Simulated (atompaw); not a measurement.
# Building the PAW (atompaw) potential for potassium (K) (PBE, scalar-relativistic).

* Element: potassium
* Generator: atompaw 4.2.0.5
* Type: PAW
* Functional: PBE
* Relativity: scalar-relativistic
* Frozen core: [Ne]
* Valence charge: 9
* Reference configuration: 3s2 3p6 4s1 4p0
* Partial waves: 3s (bound): rc 1.66 bohr; 4s (bound): rc 2.24 bohr; 3p (bound): rc 1.70 bohr; 4p (bound, empty): rc 2.24 bohr; 3d channel at 0.1 Ry: rc 2.24 bohr; 3d channel at 2.35 Ry: rc 2.24 bohr
* Local potential: troulliermartins scheme with l = 3 at 0 Ry, radius 1.78 bohr
* Core correction: smooth core density matched at 1.42 bohr
* Augmentation charge: sinc compensation charge, radius 1.96 bohr; PAW radius 2.24 bohr; waves and projectors: custom polynom vanderbiltortho

All-electron outer shells of the reference configuration (PBE, scalar-relativistic, ld1.x):

```csv
shell,level (eV),outermost node (bohr),outermost maximum (bohr)
2s,-353.41,0.11,0.32
2p,-280.12,–,0.26
3s,-35.34,0.48,1.08
3p,-18.81,0.45,1.15
4s,-2.32,1.59,4.18
4p,-0.80,1.88,5.71
```

Results:

```json
{
  "Cutoffs needed": "25 Ry and 40 Ry (the cutoffs (Ry, on a coarse ladder) from which the occupation-weighted sum of valence levels, in a spherical-Bessel basis at the reference potential, stays within 10 and 1 mRy of its value at 400 Ry)",
  "Ghost test": "no extra level below or beside the all-electron valence levels (s, p, d, f tested) (spherical-Bessel basis up to 400 Ry, 20 bohr box)",
  "Lowest eigenvalue of the overlap operator": "0.59 (p channel)",
  "Overlap eigenvalues printed by atompaw (projector basis)": "0.648, 0.879, 1.32, 188, 223, 8.78e+04",
  "Share of each valence orbital outside the PAW sphere": "3s 4 %, 4s 96 %, 3p 10 %, 4p 99 %"
}
```

Generation and tests took about 2.2 s on one core of a shared server CPU.
